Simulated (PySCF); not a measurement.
HgCl, SMILES [Hg+][Cl], charge +1.

The structure is a stationary point at B3LYP-D3(BJ)/def2-TZVPD. The multiplicity is an assumed one; other spin states were not compared. The def2 effective core potentials stand for the cores of Hg; spin–orbit coupling is left out.

Two levels are set side by side: TDA-PBE/def2-TZVPD (PySCF) and TDA-ωB97X/def2-TZVPD (PySCF). Vertical, same geometry. The lowest singlet is HOMO→LUMO 100 % with PBE and HOMO→LUMO 98 % with the other functional; states are paired by order. Differences are taken from unrounded values.

| quantity | TDA-ωB97X |
|---|---|
| lowest singlet excitation (eV) | 2.50 |
| lowest triplet excitation (TDA) (eV) | 1.93 |
| first bright state (f over 0.05) (eV) | 5.10 |
| its oscillator strength | 0.22 |

Question: What does TDA-PBE give, and how far is it from TDA-ωB97X? (Estimate from the structure and the level; the computed values follow.)

Answer: 
```json
[
 {"quantity": "lowest singlet excitation (eV)", "TDA-PBE": "1.63", "TDA-PBE minus TDA-ωB97X": "-0.86"},
 {"quantity": "lowest triplet excitation (TDA) (eV)", "TDA-PBE": "1.04", "TDA-PBE minus TDA-ωB97X": "-0.90"},
 {"quantity": "first bright state (f over 0.05) (eV)", "TDA-PBE": "4.98", "TDA-PBE minus TDA-ωB97X": "-0.11"},
 {"quantity": "its oscillator strength", "TDA-PBE": "0.16", "TDA-PBE minus TDA-ωB97X": "-0.06"}
]
```

A lower first singlet is the usual sign of a functional without exact exchange. Differences between two approximate levels are no errors against the true value.

Rough cost on one machine, each run with all the roots and properties that it gave: TDA-ωB97X against TDA-PBE about 2 times.
